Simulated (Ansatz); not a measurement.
Cost and result for the atomization energy of `[NH2][AlH][SiH2][TeH]` (10 atoms, 9 bonds).

Cartesian coordinates in Å:
```
N 2.221 -0.277 0.406
Al 0.618 -0.771 -0.146
Si -1.344 0.386 0.701
Te -2.117 1.492 -1.431
H 3.089 -0.623 0.029
H 2.401 0.416 1.114
H 0.507 -1.876 -1.277
H -1.065 1.543 1.597
H -2.454 -0.397 1.313
H -1.857 0.106 -2.306
```

Total charge 0; spin multiplicity 1. Correlated methods include outer-core shells of Te, which these sets cover unevenly. Te: def2 effective core potential. The geometry is a stationary point of PBE0-D4/def2-TZVP. It is one conformer, not always the lowest. Program: Ansatz. All runs use 4 threads of an Intel Xeon 6975P-C on a shared host. Times are those of one run each, without the atoms' runs, and a repeat can differ threefold. Electronic energies, without spin–orbit coupling; frozen cores. CCSD(T)/CBS adds CCSD(T) − MP2 in def2-TZVPP to the MP2 limit, and its time is that of the two runs behind it. T1 = 0.012. With those shells the extrapolation isn't a true limit. B3LYP takes the VWN-RPA correlation (the form of Gaussian; ORCA's B3LYP/G).

CCSD(T)/CBS is a level of theory with its own doubt, some kJ/mol a heavy atom from the limit and from the frozen cores, so smaller differences don't rank the functionals.

```csv
level,functions,wall time
PBE-D4/def2-TZVPP (with forces),249,1.4 s
PBE0-D4/def2-TZVPP,249,1.7 s
r2SCAN-D4/def2-TZVPP (with forces),249,2.5 s
B3LYP-D4/def2-TZVPP (with forces),249,2.6 s
B2PLYP/def2-TZVPP,249,3.1 s
ωB97X-V/def2-TZVPP,249,4.1 s
ωB97M-V/def2-TZVPP (with forces),249,6 s
MP2/def2-QZVPP,459,12 s
CCSD(T)/def2-TZVPP,249,42 s
CCSD(T)/CBS(def2),–,54 s
```

Task: What atomization energy does each give, and how far from CCSD(T)/CBS? (An estimate is asked.)

Result: The calculation gave: 
```
                             level  atomization (kcal/mol)  difference from CCSD(T)/CBS  per bond
   PBE-D4/def2-TZVPP (with forces)                   682.1                         -3.0      -0.3
                PBE0-D4/def2-TZVPP                   673.3                        -11.8      -1.3
r2SCAN-D4/def2-TZVPP (with forces)                   678.4                         -6.7      -0.7
 B3LYP-D4/def2-TZVPP (with forces)                   680.2                         -4.9      -0.5
                 B2PLYP/def2-TZVPP                   668.5                        -16.6      -1.8
                ωB97X-V/def2-TZVPP                   685.8                          0.7       0.1
  ωB97M-V/def2-TZVPP (with forces)                   678.4                         -6.7      -0.7
                    MP2/def2-QZVPP                   674.1                        -11.0      -1.2
                CCSD(T)/def2-TZVPP                   660.3                        -24.8      -2.8
                 CCSD(T)/CBS(def2)                   685.1                          0.0       0.0
```

From PBE to PBE0 (25 % exact exchange), in def2-TZVPP and without D4, the atomization energy moves by −8.0 kcal/mol: exact exchange takes away binding that semilocal exchange gives to molecules. In def2-TZVPP, CCSD(T) changes the Hartree–Fock value by +183.8 kcal/mol (the triples alone add +10.2 kcal/mol) and MP2 by +182.8 kcal/mol; breaking electron pairs costs correlation energy, which Hartree–Fock lacks. The D4 term adds +9.4 kcal/mol with B3LYP and +5.0 kcal/mol with PBE0; it sums over pairs of atoms, weighted by their polarisabilities, and B3LYP, whose exchange is more repulsive, gets the larger term.

Spin–orbit coupling would lower the free Te atoms strongly, and the atomization energy with them, by more than many differences here.
